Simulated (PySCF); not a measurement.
Structure problem from calculated spectra and properties.

Formula: C4H5BF3NO.

| Property | Result |
| --- | --- |
| Dipole | 6.50 D [PBE0/def2-SVPD] |
| Rotational structure | rotational constants A, B, C: 3.445, 0.577, 0.546 GHz [PBE0-D3(BJ)/def2-SVP] |
| 13C NMR | chemical shifts (computed TMS as zero) by class: 186.2 (1 C), 119.8 (1 C), 107.7 (1 C), 27.6 (1 C) ppm [GIAO PBE0/pcSseg-1] |
| Triplet | lowest triplet excitation (Tamm–Dancoff): 3.68 eV [TDA PBE0/def2-SVPD] |
| UV, first state | lowest singlet excitation: 4.20 eV (295 nm, f = 0.000) [TDDFT PBE0/def2-SVPD] |
| NMR, other nuclei | isotropic shieldings of nuclei other than C and H, by class: 137 (1 B), 11 (1 N), -353 (1 O), 270 (3 F) ppm [GIAO PBE0/pcSseg-1] |

Gas-phase values; electronic properties from PySCF, density fitting. Levels stand in brackets. The structure is a single PBE0-D3(BJ)/def2-SVP conformer in the gas phase; no vibrational or solvent corrections. NMR values are class means; diastereotopic atoms form classes of their own.

**Question.** Propose a structure and show how it fits.

**Answer.** Numbering: `[BH3-:1][N+:2]#[C:3][CH2:4][C:5](=[O:6])[C:7]([F:8])([F:9])[F:10]`. 4 carbons fall into 4 classes; from least to most shielded: ketone carbonyl carbon [C5] (186.2 ppm), CF3 carbon [C7] (119.8 ppm), triply bonded carbon [C3] (107.7 ppm), sp3 carbon next to a carbonyl [C4] (27.6 ppm). The other shieldings belong to: 137 ppm, four-coordinate boron [B1]; 11 ppm, nitrogen bonded to B and C [N2]; -353 ppm, ketone oxygen [O6]; 270 ppm, fluorine of a CF3 group [F8/F9/F10]. By its constants the optimised geometry is an asymmetric top. Structure: `[BH3-][N+]#CCC(=O)C(F)(F)F`. The assignments are read from this structure; whether some other isomer fits the data as well wasn't checked.

Shape of the structure used: `[BH3-:1][N+:2]#[C:3][CH2:4][C:5](=[O:6])[C:7]([F:8])([F:9])[F:10]`: C3–C4–C5–O6 -1°, C4–C5–C7–F8 -178°.
